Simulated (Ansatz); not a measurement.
```yaml
crystal:
  periodic: [true, true, true]
  atoms:
    - {symbol: B, position_ang: [-1.839176, 0.598849, -0.375972]}
    - {symbol: Ge, position_ang: [0.147276, 0.975459, -0.102858]}
    - {symbol: Si, position_ang: [1.163640, -1.147907, 0.334381]}
    - {symbol: H, position_ang: [-2.587789, 0.578093, 0.554492]}
    - {symbol: H, position_ang: [-2.258717, 0.314464, -1.457451]}
    - {symbol: H, position_ang: [0.459498, 1.876651, 1.106188]}
    - {symbol: H, position_ang: [0.853069, 1.560774, -1.340174]}
    - {symbol: H, position_ang: [2.628666, -0.980172, 0.523932]}
    - {symbol: H, position_ang: [0.586284, -1.751600, 1.564472]}
    - {symbol: H, position_ang: [0.930350, -2.075610, -0.804010]}
basis:
  gaussian: {orbitals: cc-pVTZ}
magnetization: {spin_polarized: true, initial_magnetization: 0}
hamiltonian: {xc: {name: revPBE0}, dispersion: d3bjatm}
output: {forces: true}
```

```sh
$ ansatz run in.yaml --threads 2 --pin off --events-out ev --progress --plain --max-ram 4352MiB
```

It prints (some lines left out):

```
Error: YAML parse error: error: line 2 column 3: crystal: missing field `lattice` (a structure is typed as `lattice` and `atoms`, a molecule's as `atoms` in Å alone, or read from a run's directory, `checkpoint`)
 --> <input>:2:3
1 | crystal:
2 |   periodic: [true, true, true]
3 |   atoms:
4 |     - {symbol: B, position_ang: [-1.839176, 0.598849, -0.375972]}
```

(1) Something in this input is off. What?

Results:

(1) The molecule is marked periodic without a cell. The program refused the input.
